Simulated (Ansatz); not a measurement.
**Reading a saddle point**

A first-order saddle point of GeNH$_{4}$F, singlet, PBE0-D4/def2-TZVP, with one imaginary mode of 263i cm⁻¹:

Ge1  (-0.594, -0.271, 0.428)
F2  (1.686, -0.502, 0.012)
N3  (-0.260, 0.591, -1.037)
H4  (1.159, 0.043, -0.677)
H5  (-0.754, -1.788, 0.375)
H6  (-0.890, 0.330, 1.817)
H7  (-0.347, 1.597, -0.918)
(Å)

Program: Ansatz 0.2.0. Basis: def2-TZVPP and def2-QZVPP. Cores are frozen in the correlated methods. Filled d shells of the heavier atoms are correlated. The def2 sets are not built for correlating such inner shells, so the correlated values are less sure here. Extrapolation: Hartree–Fock as exp(−7.88 √X), correlation as X^−2.97.

Question: Which contacts change along the imaginary mode, and what lies on either side? (A judgement: the text doesn't fix the answer.)

Answer: By the calculation: The step is GeNH₄F ([NH2][GeH2][F]) → GeNH₃ ([NH][GeH2]) + HF, with the molecules in contact on both sides. Shortening one way: F2–H4; lengthening the same way: Ge1–F2, N3–H4.
```json
{"pair": "F2–H4", "one side (Å)": "3.27", "saddle (Å)": "1.02", "other side (Å)": "0.96"}
{"pair": "Ge1–F2", "one side (Å)": "1.75", "saddle (Å)": "2.33", "other side (Å)": "3.63"}
{"pair": "N3–H4", "one side (Å)": "1.01", "saddle (Å)": "1.56", "other side (Å)": "1.62"}
```

Question: Which side is lower, and how far does the saddle lie above each? (An estimate is asked for; the value comes from the calculation.)

Answer: By the calculation: The side with Ge1–F2, N3–H4 short is lower by 235.1 kJ/mol; the saddle lies 275.8 kJ/mol above it and 40.7 kJ/mol above the other (CCSD(T) at an estimated basis limit (MP2 extrapolated from triple and quadruple zeta, plus CCSD(T) − MP2 in triple zeta); electronic energies).

The T1 diagnostic stays at or below 0.019. The restricted Hartree–Fock reference is unstable towards an unrestricted one at one or more of these structures.

Labels in which every atom is bracketed show which atoms are joined, not bond orders.

For scale, one of the runs: CCSD(T)/def2-TZVPP, 166 basis functions, launched by `ansatz run in.yaml --threads 2 --pin off --events-out ev --progress --plain --max-ram 4352MiB`. The run took 56 s on 2 CPU threads of an Arm Neoverse V1 (shared host), with 1.4 GiB of host memory at its peak.
